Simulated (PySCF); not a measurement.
PySCF input file for C2H3F2, SMILES C[C](F)F, multiplicity 2, PBE-D3(BJ)/def2-SVP. Geometry: PBE-D3(BJ)/def2-SVP. The isomer is the one that the SMILES or the coordinates give; other isomers of the formula were not compared.

```python
import numpy as np
from pyscf import gto, scf, dft, df
from pyscf.hessian import thermo

mol = gto.M(
    atom='''
    C    -1.38986907   -0.04353514   -0.00000000
    C     0.05921284    0.30163885   -0.00000000
    F     0.73782556   -0.06336006    1.10105013
    F     0.73782557   -0.06336006   -1.10105013
    H    -1.53598202   -1.15021420   -0.00000000
    H    -1.88047037    0.37103654    0.90057215
    H    -1.88047036    0.37103654   -0.90057216
    ''',
    basis='def2-SVP',
    charge=0,
    spin=1,
    max_memory=1600,
    verbose=3,
)
mf = dft.UKS(mol, xc='pbe').density_fit(auxbasis='def2-universal-jkfit')
mf.disp = 'd3bj'
mf.grids.level = 3
mf.conv_tol = 1e-11
mf.max_cycle = 100
mf.kernel()
fine, coarse = mf.grids, dft.Grids(mol).set(level=1).build(with_non0tab=True)
for _ in range(3):  # follow internal instabilities
    mf.grids = coarse
    mo, _, stable, _ = mf.stability(return_status=True, nroots=4)
    mf.grids = fine
    if stable:
        break
    mf.kernel(mf.make_rdm1(mo, mf.mo_occ))

# [left out here: the lines that compute and print the analytic Hessian (its translational invariance restored by hand, since the grid's response is missing), thermochemistry and intensities]
```

Log of the run:

```

WARN: HOMO -0.155651377436947 >= LUMO -0.155651377436947

converged SCF energy = -277.143060395559  <S^2> = 0.75164854  2S+1 = 2.0016479
<class 'pyscf.df.df_jk.DFUKS'> wavefunction is stable in the internal stability analysis

WARN: DFTD3 does not support analytical Hessian, using finite difference


WARN: Mole.unit (angstrom) is changed to Bohr

Mode                                 0                   1                   2
Irrep
Freq [cm^-1]                      196.9020            364.5750            442.4491
Reduced mass [au]                   1.0750              2.9921              3.2958
Force const [Dyne/A]                0.0246              0.2343              0.3801
Char temp [K]                     283.2982            524.5422            636.5858
Normal mode                   x     y     z       x     y     z       x     y     z
       0   C                 0.00  0.00  0.01   -0.00  0.00 -0.11   -0.12  0.01  0.00
       1   C                 0.00 -0.00  0.00   -0.00 -0.00  0.08   -0.06 -0.15 -0.00
       2   F                -0.00 -0.04 -0.01    0.11  0.01  0.03    0.07  0.04 -0.03
       3   F                 0.00  0.04 -0.01   -0.11 -0.01  0.03    0.07  0.04  0.03
       4   H                -0.00  0.00  0.58   -0.00  0.00 -0.21   -0.45  0.05  0.00
       5   H                -0.12  0.46 -0.26   -0.25 -0.02 -0.24   -0.02  0.15 -0.01
       6   H                 0.12 -0.46 -0.26    0.25  0.02 -0.24   -0.02  0.15  0.01
Mode                                 3                   4                   5
Irrep
Freq [cm^-1]                      525.2008            852.2916            944.3872
Reduced mass [au]                   8.3114              3.7255              1.6645
Force const [Dyne/A]                1.3507              1.5945              0.8747
Char temp [K]                     755.6470           1226.2578           1358.7629
Normal mode                   x     y     z       x     y     z       x     y     z
       0   C                -0.05 -0.00 -0.00    0.16 -0.02  0.00    0.00 -0.00 -0.13
       1   C                -0.05  0.12  0.00   -0.03 -0.08  0.00   -0.00 -0.00 -0.06
       2   F                 0.03 -0.03 -0.13   -0.05  0.02 -0.08    0.04 -0.01  0.05
       3   F                 0.03 -0.03  0.13   -0.05  0.02  0.08   -0.04  0.01  0.05
       4   H                 0.15 -0.02  0.00   -0.11  0.01  0.00   -0.00 -0.00  0.24
       5   H                -0.12 -0.08  0.00    0.28  0.15 -0.01    0.49  0.07  0.11
       6   H                -0.12 -0.08 -0.00    0.28  0.15  0.01   -0.49 -0.07  0.11
Mode                                 6                   7                   8
Irrep
Freq [cm^-1]                     1040.7788           1234.3639           1253.8948
Reduced mass [au]                   1.8928              5.2241              2.4557
Force const [Dyne/A]                1.2080              4.6898              2.2749
Char temp [K]                    1497.4490           1775.9748           1804.0754
Normal mode                   x     y     z       x     y     z       x     y     z
       0   C                 0.01  0.13 -0.00   -0.00 -0.00 -0.07   -0.00  0.01  0.00
       1   C                -0.04 -0.15  0.00    0.00  0.00  0.23    0.20 -0.04 -0.00
       2   F                 0.00  0.02 -0.01   -0.03  0.02 -0.06   -0.04  0.02 -0.04
       3   F                 0.00  0.02  0.01    0.03 -0.02 -0.06   -0.04  0.02  0.04
       4   H                 0.55  0.04  0.00   -0.00  0.00  0.25   -0.32  0.04 -0.00
       5   H                -0.13 -0.25  0.09    0.15 -0.07  0.06   -0.30 -0.18 -0.07
       6   H                -0.13 -0.25 -0.09   -0.15  0.07  0.06   -0.30 -0.18  0.07
Mode                                 9                  10                  11
Irrep
Freq [cm^-1]                     1354.0483           1392.3493           1396.3850
Reduced mass [au]                   1.9797              1.0480              1.0704
Force const [Dyne/A]                2.1385              1.1970              1.2297
Char temp [K]                    1948.1740           2003.2806           2009.0871
Normal mode                   x     y     z       x     y     z       x     y     z
       0   C                -0.15 -0.03  0.00    0.01 -0.04 -0.00   -0.00  0.00 -0.04
       1   C                 0.13 -0.03 -0.00    0.01 -0.03 -0.00   -0.00  0.00 -0.06
       2   F                -0.02  0.01 -0.02   -0.00  0.00 -0.00    0.00 -0.00  0.01
       3   F                -0.02  0.01  0.02   -0.00  0.00  0.00   -0.00  0.00  0.01
       4   H                 0.38 -0.09 -0.00    0.38 -0.07  0.00   -0.00  0.00  0.65
       5   H                 0.32  0.16  0.16   -0.29  0.42 -0.37   -0.24 -0.44  0.04
       6   H                 0.32  0.16 -0.16   -0.29  0.42  0.37    0.24  0.44  0.04
Mode                                12                  13                  14
Irrep
Freq [cm^-1]                     2926.1042           3054.0058           3106.9459
Reduced mass [au]                   1.0521              1.0828              1.1052
Force const [Dyne/A]                5.3073              5.9505              6.2859
Char temp [K]                    4210.0125           4394.0344           4470.2033
Normal mode                   x     y     z       x     y     z       x     y     z
       0   C                -0.03 -0.06 -0.00    0.04 -0.07  0.00    0.00 -0.00 -0.09
       1   C                -0.00 -0.00  0.00   -0.00 -0.00  0.00    0.00 -0.00 -0.00
       2   F                -0.00  0.00 -0.00   -0.00  0.00 -0.00    0.00 -0.00  0.00
       3   F                -0.00  0.00  0.00   -0.00  0.00  0.00   -0.00  0.00  0.00
       4   H                 0.11  0.89 -0.00    0.05  0.34  0.00    0.00  0.00 -0.01
       5   H                 0.11 -0.11 -0.21   -0.28  0.23  0.52   -0.30  0.25  0.54
       6   H                 0.11 -0.11  0.21   -0.28  0.23 -0.52    0.30 -0.25  0.54
temperature 298.1500 [K]
pressure 101325.00 [Pa]
Rotational constants [GHz] 9.99321 9.08607 5.03130
Symmetry number 1
Zero-point energy (ZPE) 0.04576 [Eh]   120133.075 [J/mol]
                           tot       elec      trans        rot        vib
Entropy [J/mol/K]       288.928      5.763    160.816    100.702     21.648
Cv [J/mol/K]             58.424      0.000     12.472     12.472     33.480
Cp [J/mol/K]             66.738      0.000     20.786     12.472     33.480
Internal energy [J/mol]                      3718.434   3718.434 124285.143
Internal energy [Eh]   -277.09289  -277.14306
Enthalpy [J/mol]                             6197.391   3718.434 124285.143
Enthalpy [Eh]          -277.09195
Gibbs free energy [J/mol]                  -41749.809 -26305.852 117830.895
Gibbs free energy [Eh] -277.12476
mode   freq/cm-1   IR/(km/mol)
   1      196.90         0.008
   2      364.57         0.233
   3      442.45         3.329
   4      525.20         3.886
   5      852.29        14.921
   6      944.39        18.743
   7     1040.78         5.217
   8     1234.36       228.623
   9     1253.89        87.649
  10     1354.05        85.655
  11     1392.35         6.768
  12     1396.38         0.222
  13     2926.10        16.835
  14     3054.01         3.496
  15     3106.95         1.867
max |gradient| / (hartree/bohr): 0.00018423261810879822
APT charges: [-0.0459  0.9334 -0.4769 -0.4769 -0.0129  0.0397  0.0397]
```

The run converged.
